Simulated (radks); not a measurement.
Results of a calculation; reference values are marked as such.
Task: Spherical quantum dot in the effective-mass picture: electrons in a parabolic well V = omega^2 r^2 / 2 with omega = 0.429, with a point charge +1 (a donor) at the centre, all in effective atomic units (hartree* = m*/eps^2 hartree, bohr* = eps/m* bohr), one dielectric constant everywhere. Level of theory: non-relativistic Kohn-Sham, PBE, spin-polarised, spherical densities (a radial shooting solver with Libxc functionals). Levels are named by radial order and angular momentum (1s, 1p, 1d, 2s, ...), and open shells are averaged over m. At N = 28 the configuration is 1s2 1p6 1d10 2s2 1f(up 7, down 1). Does electron 29 go into 2p up or 1f down or 2p down?

Result: Into 1f down. The total energies of the other choices lie higher by 0.0257 hartree* (2p up), 0.0447 hartree* (2p down).
